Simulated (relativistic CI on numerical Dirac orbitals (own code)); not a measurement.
**Ligand-field terms of d5**

Computed with a parametric ligand-field model of a d^n configuration (Racah B and C, spin-orbit zeta, crystal field), exact diagonalisation.

Field parameters in Wybourne normalisation: Oh B⁴₀ = 21Dq, B⁴₄ = √(5/14) B⁴₀. The field is a parameter set, without covalency, and values of 10Dq over about 45,000 cm⁻¹ lie beyond real compounds.

B = 1050 cm⁻¹, C = 4650 cm⁻¹ (C/B = 4.43), Oh, no spin-orbit coupling. Tanabe-Sugano data, E/B above the lowest term (Δ = |10Dq|; b, c mark the second and third term of a kind):

| Δ/B | 6A1 | 4T1 | 4T2 | 4T1(b) | 2T2 | 2A2 |
| --- | --- | --- | --- | --- | --- | --- |
| 1.0 | 0.00 | 32.00 | 32.12 | 38.13 | 46.26 | 46.33 |
| 3.0 | 0.00 | 31.03 | 31.95 | 39.03 | 44.88 | 45.59 |
| 5.0 | 0.00 | 29.56 | 31.59 | 40.33 | 42.36 | 44.35 |
| 7.0 | 0.00 | 27.88 | 31.01 | 41.74 | 39.22 | 42.84 |
| 9.0 | 0.00 | 26.10 | 30.18 | 43.13 | 35.80 | 41.17 |
| 11.0 | 0.00 | 24.26 | 29.10 | 44.41 | 32.24 | 39.40 |
| 13.0 | 0.00 | 22.38 | 27.80 | 45.54 | 28.59 | 37.58 |
| 15.0 | 0.00 | 20.48 | 26.34 | 46.48 | 24.88 | 35.72 |
| 17.0 | 0.00 | 18.57 | 24.76 | 47.22 | 21.13 | 33.83 |
| 19.0 | 0.00 | 16.64 | 23.08 | 47.79 | 17.36 | 31.93 |
| 21.0 | 0.00 | 14.70 | 21.34 | 48.22 | 13.56 | 30.00 |
| 23.0 | 0.00 | 12.75 | 19.56 | 48.54 | 9.73 | 28.07 |
| 25.0 | 0.00 | 10.80 | 17.73 | 48.79 | 5.89 | 26.12 |
| 27.0 | 0.00 | 8.84 | 15.88 | 48.98 | 2.04 | 24.17 |
| 29.0 | 1.83 | 8.70 | 15.83 | 50.96 | 0.00 | 24.04 |
| 31.0 | 5.70 | 10.61 | 17.82 | 54.95 | 0.00 | 25.95 |
| 33.0 | 9.59 | 12.53 | 19.80 | 58.93 | 0.00 | 27.87 |
| 35.0 | 13.48 | 14.45 | 21.78 | 62.91 | 0.00 | 29.80 |
| 37.0 | 17.39 | 16.38 | 23.75 | 66.87 | 0.00 | 31.73 |
| 39.0 | 21.29 | 18.31 | 25.73 | 70.84 | 0.00 | 33.66 |
| 41.0 | 25.21 | 20.25 | 27.70 | 74.80 | 0.00 | 35.60 |
| 43.0 | 29.13 | 22.19 | 29.68 | 78.76 | 0.00 | 37.54 |
| 45.0 | 33.06 | 24.13 | 31.65 | 82.72 | 0.00 | 39.48 |
| 47.0 | 36.99 | 26.08 | 33.62 | 86.68 | 0.00 | 41.43 |

The ground term changes from 6A1 to 2T2 between Δ/B = 27.0 and 29.0.
